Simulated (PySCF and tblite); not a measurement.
The numbers below are computed, except where a source is named.
2 diastereomers of C5H10Br2, numbered alike:

```
isomer                                                SMILES  descriptors (one enantiomer)  sequence (m meso, r racemo)
     A  [CH3:1][C@@H:2]([Br:3])[CH2:4][C@H:5]([CH3:6])[Br:7]                        2R, 5S                            m
     B   [CH3:1][C@H:2]([Br:3])[CH2:4][C@H:5]([CH3:6])[Br:7]                        2S, 5S                            r
```

Protocol: conformer search, at most 7 conformers an isomer, GFN2-xTB geometries, energies PBE0/pcSseg-1 (D3(BJ) added where defined), GIAO shieldings PBE0/pcSseg-1, weights at 298.15 K with GFN2-xTB thermal terms. Programs: PySCF with density fitting and tblite.

Q: What shifts does each isomer give (ppm; of two unlike H on one atom, a is the less shielded)?

A: 
A (m): ¹H (against TMS): 4.36 (H2/H5, 2H), 2.39 (H4a, 1H), 2.03 (H4b, 1H), 1.68 (H1/H6, 6H). ¹³C (against TMS): 62.1 (C2/C5), 56.0 (C4), 28.0 (C1/C6).

B (r): ¹H (against TMS): 4.66 (H2/H5, 2H), 1.93 (H4, 2H), 1.69 (H1/H6, 6H). ¹³C (against TMS): 64.5 (C2/C5), 57.5 (C4), 29.3 (C1/C6).

Spin–orbit effects of the heavy atoms on shieldings are missing. At a carbon that bears Br the missing effect is some 10 ppm, beside I tens of ppm. Shifts are unscaled: against experiment ¹³C can be off by 15 ppm or more and ¹H by 0.8 ppm.
